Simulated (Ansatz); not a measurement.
Isolated molecules relaxed with PBE0-D4/def2-TZVP in Ansatz; ΔE leaves out vibrations. CCSD(T)/CBS adds triple-zeta CCSD(T) − MP2 to the extrapolated MP2 energy (def2 sets, frozen cores). This one scheme is used for every species. Functionals use def2-TZVPP. For Ge outer-core shells are correlated without core-valence functions, which leaves a few kJ/mol of doubt a bond. Scalar relativity is left out up to krypton. Each species was taken in one conformer, which may not be the lowest.

Consider the ligand exchange at a Ge–S bond: `B[S][GeH3]` + `C[SiH2]N` → `C[SiH2][NH][GeH3]` + `BS`.

`B[S][GeH3]`:

Z-matrix (Å, degrees):
```
Ge
S 1 2.241
H 1 1.534 2 106.5
H 1 1.533 2 108.8 3 -119.6
H 1 1.533 2 108.8 3 119.5
B 2 1.769 1 100.9 3 179.8
H 6 1.193 2 116.5 1 180.0
H 6 1.195 2 121.9 1 -0.0
```

`C[SiH2]N`:

Z-matrix (Å, degrees):
```
C
Si 1 1.871
H 1 1.093 2 111.2
H 1 1.094 2 110.5 3 119.8
H 1 1.093 2 111.2 3 -120.4
N 2 1.720 1 116.4 3 60.2
H 2 1.489 1 108.4 3 -179.4
H 2 1.489 1 108.4 3 -60.3
H 6 1.007 2 120.7 1 73.7
H 6 1.007 2 120.7 1 -73.5
```

`C[SiH2][NH][GeH3]`:

```xyz
13

C     1.658   -0.746   -1.395
Si    0.904   -0.283    0.248
N    -0.489    0.712    0.051
Ge   -2.064    0.621    0.992
H     2.540   -1.375   -1.249
H     0.942   -1.290   -2.014
H     1.975    0.145   -1.944
H     1.968    0.370    1.071
H     0.441   -1.491    0.985
H    -0.372    1.570   -0.468
H    -2.282   -0.851    1.366
H    -3.194    1.137    0.083
H    -2.025    1.482    2.272
```

`BS`:

Z-matrix (Å, degrees):
```
B
S 1 1.765
H 1 1.192 2 115.8
H 1 1.190 2 121.4 3 -180.0
H 2 1.344 1 99.2 3 180.0
```

| species | B97M-V energy (Eh) |
| --- | --- |
| `B[S][GeH3]` | -2502.61924 |
| `C[SiH2]N` | -386.56384 |
| `C[SiH2][NH][GeH3]` | -2464.38750 |
| `BS` | -424.78374 |

Q: Work out ΔE.

A: ΔE = (-2464.38750) + (-424.78374) − (-2502.61924) − (-386.56384) = 0.01184 Eh = +31.1 kJ/mol. CCSD(T)/CBS gives +29.0 kJ/mol.

Largest T1 diagnostic among the species: 0.015.

At CCSD(T), def2-SVP lies −14.5 kJ/mol from the extrapolated value and def2-TZVPP −3.7 kJ/mol. Leaving LDA and LC-ωPBE aside and taking each functional with its dispersion term where it has one, the values, not all of them listed here, spread over 9.6 kJ/mol, from CAM-B3LYP-D4 to PBE-D4. LDA lies −3.8 kJ/mol from PBE without D4.
